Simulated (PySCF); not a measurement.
Record of a relaxation.

fac-MoBr3(H2O)3 (quartet state).
Bonds: Mo1–Br2, Mo1–O3, Mo1–Br6, Mo1–O7, Mo1–Br10, Mo1–O11. Hydrogens: H4, H5 on O3; H8, H9 on O7; H12, H13 on O11.

Computed by this run: PBE0-D3(BJ)/def2-SVP geometry optimisation, gas phase, def2 core potentials past Kr in PySCF; unrestricted, density fitting, grid level 1; the optimiser is geomeTRIC in internal coordinates, started from a GFN2-xTB structure with every atom displaced at random (about 0.03 Å). 6 of its 10 geometries are shown. The frame can shift and turn from step to step; on so coarse a grid that alone can change the energy by a few meV, and forces under 0.02 eV/Å are noise.

Step 0: E = -218177.8795 eV, largest atomic force 4.908 eV/Å
```
atom  x, y, z in Å  |  force x, y, z in eV/Å
Mo1     0.406    0.273    0.348   -2.194   0.476  -0.767
Br2    -0.058    0.046    2.798    0.227  -0.009  -0.015
O3      0.375    0.339   -2.146    4.296  -2.369  -0.156
H4      1.417    0.088   -2.430   -4.146   1.070   1.289
H5      0.265    1.219   -2.488   -0.126   1.087  -0.084
Br6     2.791   -0.043   -0.006    0.597  -0.108  -0.050
O7     -2.082    0.454    0.389   -0.532  -0.050   1.753
H8     -2.361    1.361    0.117    0.458  -0.720   0.407
H9     -2.436    0.315    1.346    1.070   0.514  -2.330
Br10    0.011    2.797   -0.072    0.276  -0.673   0.168
O11     0.354   -2.113    0.503   -3.036   2.090  -0.613
H12     0.157   -2.386    1.389   -0.048  -0.172   1.042
H13     1.191   -2.400    0.274    3.158  -1.136  -0.642
```

Step 2: E = -218179.0012 eV, largest atomic force 1.832 eV/Å
```
atom  x, y, z in Å  |  force x, y, z in eV/Å
Mo1     0.290    0.253    0.277   -0.209   0.124   0.047
Br2    -0.043    0.057    2.751    0.024  -0.095   0.228
O3      0.291    0.249   -1.937   -1.631   0.306   0.165
H4      1.192    0.050   -2.125    1.740  -0.380  -0.427
H5      0.181    1.182   -2.192   -0.032   0.065   0.060
Br6     2.746   -0.072   -0.056    0.288  -0.076   0.004
O7     -1.914    0.347    0.266   -0.010  -0.321  -0.645
H8     -2.113    1.266    0.039   -0.034   0.356  -0.027
H9     -2.182    0.243    1.182   -0.154  -0.053   0.696
Br10    0.038    2.730   -0.028   -0.005   0.228  -0.090
O11     0.264   -1.949    0.369    0.048  -0.270  -0.184
H12     0.105   -2.174    1.301    0.045   0.048   0.082
H13     1.176   -2.234    0.175   -0.071   0.068   0.092
```

Step 4: E = -218179.0640 eV, largest atomic force 0.261 eV/Å
```
atom  x, y, z in Å  |  force x, y, z in eV/Å
Mo1     0.269    0.249    0.267   -0.134   0.066  -0.065
Br2    -0.085    0.010    2.760    0.080  -0.042  -0.021
O3      0.313    0.260   -1.966    0.226  -0.019  -0.066
H4      1.257    0.069   -2.156   -0.242   0.061   0.073
H5      0.202    1.203   -2.186   -0.008  -0.010   0.029
Br6     2.747   -0.113   -0.092    0.041   0.020   0.081
O7     -1.957    0.349    0.286   -0.074   0.007   0.028
H8     -2.132    1.288    0.089    0.033  -0.006   0.012
H9     -2.191    0.245    1.228    0.067  -0.009  -0.052
Br10   -0.006    2.752   -0.051    0.035  -0.103  -0.026
O11     0.276   -1.976    0.355    0.010  -0.067   0.018
H12     0.132   -2.167    1.301   -0.015   0.044  -0.010
H13     1.204   -2.221    0.188   -0.018   0.059  -0.002
```

Step 5: E = -218179.0709 eV, largest atomic force 0.127 eV/Å
```
atom  x, y, z in Å  |  force x, y, z in eV/Å
Mo1     0.263    0.245    0.260   -0.009  -0.009  -0.030
Br2    -0.061   -0.025    2.753    0.019   0.014  -0.011
O3      0.305    0.270   -1.966   -0.021   0.001  -0.019
H4      1.244    0.087   -2.154    0.058  -0.013  -0.011
H5      0.191    1.217   -2.169   -0.013   0.012   0.011
Br6     2.750   -0.109   -0.065   -0.028   0.023   0.034
O7     -1.960    0.341    0.276   -0.066   0.056   0.092
H8     -2.124    1.285    0.090    0.015  -0.037   0.009
H9     -2.180    0.234    1.222    0.038  -0.015  -0.071
Br10   -0.004    2.742   -0.074    0.008  -0.030   0.013
O11     0.271   -1.978    0.353   -0.001  -0.058  -0.011
H12     0.130   -2.152    1.302   -0.016   0.025   0.006
H13     1.205   -2.210    0.194    0.018   0.028  -0.012
```

Step 7: E = -218179.0723 eV, largest atomic force 0.104 eV/Å
```
atom  x, y, z in Å  |  force x, y, z in eV/Å
Mo1     0.249    0.238    0.247   -0.034  -0.061  -0.076
Br2    -0.059   -0.047    2.737    0.001   0.014   0.047
O3      0.315    0.280   -1.982    0.005   0.001   0.012
H4      1.259    0.115   -2.161    0.005   0.002  -0.003
H5      0.191    1.231   -2.163   -0.003  -0.001  -0.012
Br6     2.738   -0.081   -0.044    0.016  -0.003   0.004
O7     -1.980    0.326    0.292    0.031   0.032  -0.025
H8     -2.135    1.276    0.132   -0.017  -0.006  -0.004
H9     -2.165    0.202    1.241   -0.020  -0.020   0.043
Br10   -0.024    2.727   -0.074   -0.004   0.055   0.014
O11     0.280   -1.990    0.330   -0.001   0.025   0.006
H12     0.137   -2.143    1.283   -0.001  -0.022  -0.004
H13     1.224   -2.183    0.186    0.021  -0.017  -0.002
```

Step 9: E = -218179.0737 eV, largest atomic force 0.027 eV/Å
```
atom  x, y, z in Å  |  force x, y, z in eV/Å
Mo1     0.246    0.238    0.244   -0.018  -0.001  -0.007
Br2    -0.057   -0.043    2.739    0.004  -0.004  -0.008
O3      0.316    0.285   -1.985    0.014   0.009   0.002
H4      1.262    0.125   -2.162   -0.012   0.006   0.005
H5      0.186    1.234   -2.169   -0.002  -0.004  -0.003
Br6     2.738   -0.071   -0.045    0.003  -0.005   0.000
O7     -1.982    0.320    0.300    0.009  -0.001   0.002
H8     -2.148    1.269    0.145   -0.007   0.002   0.006
H9     -2.166    0.186    1.248    0.000   0.003  -0.005
Br10   -0.033    2.733   -0.063    0.000  -0.017  -0.001
O11     0.289   -1.992    0.321    0.016   0.017   0.013
H12     0.143   -2.156    1.271    0.003  -0.007  -0.009
H13     1.235   -2.182    0.178   -0.009   0.001   0.004
```

Problem. Summarise the path.

Solution. The energy falls by 27.54 kcal/mol from step 0 to step 9; nine tenths of that is first reached at step 2. It rises by more than 0.2 meV at step 7. The largest force goes from 4.908 to 0.027 eV/Å. Among the bonds Mo1–O3 changes most (a near tie, within 0.001 Å, with another), from 2.496 to 2.230 Å; the atoms move by 0.218 Å rms after alignment.

What follows is the cost of the whole optimisation. Hardware: Intel Xeon Platinum 8488C, one thread, no GPU (shared host). Cost: 13 min of wall time, 1.4 GiB resident at most.
